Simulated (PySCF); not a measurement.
Job file and geometry (Å, from GFN2-xTB) of an NMR shielding run on SMILES FC(CC[Se]C)(F)F, C4H7F3Se, GIAO PBE0/pcSseg-1 NMR shielding, non-relativistic, gas phase in PySCF; density fitting, a coarse starting grid and PySCF grid level 2 are the driver's defaults:

```
{"job": {"kind": "nmr", "xc": "PBE0", "basis": "pcSseg-1"}, "charge": 0, "multiplicity": 1}
C      2.781207    -0.061531     0.628102
Se     0.930007    -0.380467     1.160244
C      0.126540     0.219373    -0.550968
C     -1.261267    -0.359926    -0.768462
C     -2.233701     0.114682     0.291912
F     -2.297254     1.450875     0.369828
F     -1.913537    -0.329132     1.516293
F     -3.482796    -0.311600     0.046252
H      3.408310    -0.315129     1.477780
H      3.034716    -0.693251    -0.219272
H      2.907858     0.988357     0.377516
H      0.096561     1.311098    -0.549595
H      0.796247    -0.123526    -1.341027
H     -1.658275    -0.050951    -1.738664
H     -1.239029    -1.450882    -0.721852
```

Q: What does the program print?

A: 
```
coarse grid: 61256 points
cycle   1  E = -2856.5456404068  dE = -3.692e-02  |g| = 1.081e+00  |ddm| = 3.470e+00
cycle   2  E = -2856.4374898461  dE =  1.082e-01  |g| = 1.308e+00  |ddm| = 1.035e+00
cycle   3  E = -2856.6807775166  dE = -2.433e-01  |g| = 1.666e-01  |ddm| = 6.635e-01
cycle   4  E = -2856.6845177858  dE = -3.740e-03  |g| = 4.369e-02  |ddm| = 1.085e-01
cycle   5  E = -2856.6847923383  dE = -2.746e-04  |g| = 1.149e-02  |ddm| = 3.576e-02
cycle   6  E = -2856.6848254152  dE = -3.308e-05  |g| = 2.806e-03  |ddm| = 1.367e-02
cycle   7  E = -2856.6848273114  dE = -1.896e-06  |g| = 9.830e-04  |ddm| = 3.097e-03
final grid: 130328 points
cycle   8  E = -2856.6848888148  dE =  9.556e-08  |g| = 1.221e-03  |ddm| = 1.965e-03
cycle   9  E = -2856.6848885087  dE =  3.061e-07  |g| = 1.654e-03  |ddm| = 2.195e-03
cycle  10  E = -2856.6848891610  dE = -6.523e-07  |g| = 1.386e-04  |ddm| = 1.327e-03
cycle  11  E = -2856.6848891655  dE = -4.498e-09  |g| = 1.192e-05  |ddm| = 1.172e-04
cycle  12  E = -2856.6848891655  dE = -6.821e-12  |g| = 3.316e-06  |ddm| = 7.952e-06
converged SCF energy = -2856.6848891655

GIAO shielding tensors (ppm)
atom      isotropic    diamagn.    paramagn.     s11        s22        s33       span
  0 C      170.174     248.036     -77.861    150.129    172.121    188.273     38.144
  1 Se    1644.430    2999.135   -1354.705   1282.829   1449.766   2200.695    917.865
  2 C      156.024     249.679     -93.655    128.572    164.332    175.168     46.596
  3 C      148.777     249.352    -100.575    137.460    148.767    160.105     22.645
  4 C       51.241     242.836    -191.595     46.481     49.472     57.770     11.290
  5 F      263.960     474.576    -210.616    173.545    273.233    345.103    171.558
  6 F      252.215     476.523    -224.308    169.507    256.956    330.182    160.676
  7 F      249.458     468.582    -219.123    159.138    246.810    342.427    183.289
  8 H       30.074      28.436       1.638     24.203     26.422     39.597     15.394
  9 H       29.685      29.701      -0.015     23.479     27.513     38.063     14.584
 10 H       29.591      29.624      -0.032     23.291     27.360     38.123     14.832
 11 H       28.424      31.624      -3.200     23.323     27.093     34.857     11.534
 12 H       29.626      32.213      -2.586     23.036     29.313     36.531     13.495
 13 H       29.184      28.631       0.552     24.160     27.803     35.588     11.428
 14 H       29.342      29.767      -0.425     25.338     28.557     34.130      8.792
```

Relativistic effects, spin–orbit coupling among them, are left out; they matter for Se and for the light atoms bonded to it.

Size and cost of the density-fitted run: 195 basis functions, 31 s wall time on 1 thread of an Arm Neoverse V1, shared host.
